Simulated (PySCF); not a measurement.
Steps of a relaxation of [Eu(H2O)3]3+

[Eu(H2O)3]3+ (singlet in the valence; each metal's 4f electrons, 6 of them, lie in its core potential, out of spins and levels; a saddle point, relaxed within its symmetry). PySCF 2.14.0, RKS PBE, Eu lcecp-1-SVP with ECP52, O def2-SVP, H def2-SVP; non-relativistic Hamiltonian with scalar-relativistic core potentials where named; density fitting; no spin-orbit coupling. Origin of the start: template. Columns: position (Å) and force (eV/Å). Energies are counted from the last step; some of the 7 steps are shown. Forces carry noise of the integration grid, about 0.01 to 0.03 eV/Å.

Run from Python with OMP_NUM_THREADS=2. Where DIIS fails, smearing, a level shift and second-order steps follow.
It took 24 s on 2 threads of Arm Neoverse V2 (shared host), from the converged density of the start.

```xyz
10
step 0  E = 0.436 eV
Eu    0.0000    0.0000    0.0000     0.00    0.00    0.00
O     2.4850    0.0000    0.0000    -2.62    0.00    0.00
H     3.0750    0.0000    0.7700     0.73    0.00    0.88
H     3.0750    0.0000   -0.7700     0.73    0.00   -0.88
O    -1.2425    2.1521    0.0000     1.31   -2.27    0.00
H    -1.5375    2.6630    0.7700    -0.37    0.64    0.88
H    -1.5375    2.6630   -0.7700    -0.37    0.64   -0.88
O    -1.2425   -2.1521    0.0000     1.31    2.27    0.00
H    -1.5375   -2.6630    0.7700    -0.37   -0.64    0.88
H    -1.5375   -2.6630   -0.7700    -0.37   -0.64   -0.88
```

```xyz
10
step 2  E = 0.056 eV
Eu    0.0000    0.0000    0.0000     0.00    0.00    0.00
O     2.3645    0.0000    0.0000     0.15    0.00    0.00
H     3.0021    0.0000    0.7804    -0.33    0.00   -0.26
H     3.0021    0.0000   -0.7804    -0.33    0.00    0.26
O    -1.1822    2.0477    0.0000    -0.08    0.14    0.00
H    -1.5011    2.5999    0.7804     0.16   -0.28   -0.26
H    -1.5011    2.5999   -0.7804     0.16   -0.28    0.26
O    -1.1823   -2.0477    0.0000    -0.08   -0.14    0.00
H    -1.5011   -2.5999    0.7804     0.16    0.28   -0.26
H    -1.5011   -2.5999   -0.7804     0.16    0.28    0.26
```

```xyz
10
step 4  E = 0.001 eV
Eu    0.0000    0.0000    0.0000     0.00    0.00    0.00
O     2.3093    0.0000    0.0000     0.16    0.00    0.00
H     2.9392    0.0000    0.7771    -0.08    0.00   -0.03
H     2.9392    0.0000   -0.7771    -0.08    0.00    0.03
O    -1.1546    1.9999    0.0000    -0.08    0.14    0.00
H    -1.4696    2.5454    0.7771     0.04   -0.07   -0.03
H    -1.4696    2.5454   -0.7771     0.04   -0.07    0.03
O    -1.1546   -1.9999    0.0000    -0.08   -0.14    0.00
H    -1.4696   -2.5454    0.7771     0.04    0.07   -0.03
H    -1.4696   -2.5454   -0.7771     0.04    0.07    0.03
```

Q: Where does the relaxation end?

A: It converges at step 6 in D3h:
```xyz
10
step 6  E = 0
Eu    0.0000    0.0000    0.0000
O     2.3109    0.0000    0.0000
H     2.9360    0.0000    0.7784
H     2.9360    0.0000   -0.7784
O    -1.1554    2.0013    0.0000
H    -1.4680    2.5426    0.7784
H    -1.4680    2.5426   -0.7784
O    -1.1555   -2.0013    0.0000
H    -1.4680   -2.5426    0.7784
H    -1.4680   -2.5426   -0.7784
```

Q: How did the contacts change?

A: 
```
     contact  start (Å)  end (Å)
Eu1–O2 (H2O)      2.485    2.311
Eu1–O5 (H2O)      2.485    2.311
Eu1–O8 (H2O)      2.485    2.311
```


An lcecp potential fixes the number of 4f electrons, so in runs with it no electron can move into or out of that shell.
